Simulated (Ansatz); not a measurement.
Relaxation of F₄GeH₄Si (10 atoms, charge 0, multiplicity 1), to a largest force component of 0.03 eV/Å in at most 50 steps.

Computed with RKS PBE0/def2-SVP (Ansatz).

```xyz
10
Properties=species:S:1:pos:R:3
Ge 0.365 -0.054 -0.048
F 0.669 0.159 1.602
F 1.855 0.008 -0.865
F -0.620 1.186 -0.671
F -0.331 -1.576 -0.347
Si -2.889 0.058 1.272
H -3.069 -0.633 -0.037
H -3.641 -0.670 2.335
H -3.365 1.467 1.174
H -1.460 0.054 1.636
```

Task: Where does it end, and by what steps?

Result: The forces met the threshold. The force dipped under the threshold on the way, but the program's further checks kept it going. After 7 steps the energy has fallen by 0.115 eV; F2 moved furthest, 0.47 Å.

| step | energy less start (eV) | largest force component (eV/Å) | accepted |
| --- | --- | --- | --- |
| 0 | 0.0000 | 0.550 | yes |
| 1 | -0.0811 | 0.117 | yes |
| 2 | 0.0038 | 0.992 | no |
| 3 | -0.1011 | 0.100 | yes |
| 4 | -0.1105 | 0.083 | yes |
| 5 | -0.1133 | 0.045 | yes |
| 6 | -0.1143 | 0.028 | yes |
| 7 | -0.1148 | 0.023 | yes |

```xyz
10
Properties=species:S:1:pos:R:3
Ge 0.622 -0.073 -0.133
F 1.119 0.180 1.472
F 1.972 0.029 -1.157
F -0.507 1.118 -0.583
F -0.082 -1.611 -0.285
Si -3.127 0.073 1.345
H -3.146 -0.579 0.003
H -4.030 -0.665 2.276
H -3.571 1.492 1.226
H -1.735 0.036 1.889
```

Whether the end is a true minimum wasn't checked by a vibrational analysis.

The run took 20 s on 4 threads of Arm Neoverse V1, on a shared host, peak memory 0.35 GiB.
